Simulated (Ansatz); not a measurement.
This geometry of BrCl₃FH₂OTa (9 atoms, charge 0, multiplicity 1) is a first-order saddle point.

Level of theory: RKS PBE/def2-SVP (Ansatz).

```xyz
9
Properties=species:S:1:pos:R:3
Ta -0.157 0.302 0.185
F 1.818 -0.352 0.522
Cl -0.417 0.028 2.515
Cl 0.531 0.610 -2.030
Cl -1.946 1.738 0.003
O -0.889 -1.391 -0.129
H -1.221 -2.151 0.384
Br 1.614 2.385 0.873
H 2.142 0.806 0.761
```

Question: Which two structures does it join? (They come from a converged band through this point; their orientation in space is the band's.)

Answer: Bonds broken: Br8–H9. Bonds formed: F2–H9.

Image 0:

```xyz
9
Properties=species:S:1:pos:R:3
Ta -0.136 -0.022 0.159
F 1.668 -0.576 0.412
Cl -0.359 -0.180 2.509
Cl 0.439 0.468 -2.065
Cl -1.750 1.684 0.140
O -1.105 -1.576 -0.199
H -1.621 -2.210 0.329
Br 1.558 2.571 0.849
H 2.781 1.817 0.950
```

Image 6:

```xyz
9
Properties=species:S:1:pos:R:3
Ta -0.295 0.529 0.212
F 1.830 -0.503 0.496
Cl -0.474 0.176 2.547
Cl 0.395 0.753 -2.019
Cl -2.246 1.693 -0.016
O -0.789 -1.267 -0.050
H -0.643 -2.125 0.387
Br 1.449 2.364 0.823
H 2.247 0.358 0.705
```

Question: How far does it lie above each of them?

Answer: 0.35 eV above the first and 0.18 eV above the second. This is the barrier of this one path; another mechanism may lie lower. The orbitals stay closed-shell, which can raise the energy where a bond breaks towards radicals; this wasn't checked here.

Time of the run: 5.2 min on 4 threads of Arm Neoverse V1, with other jobs on the host, peak memory 0.28 GiB.
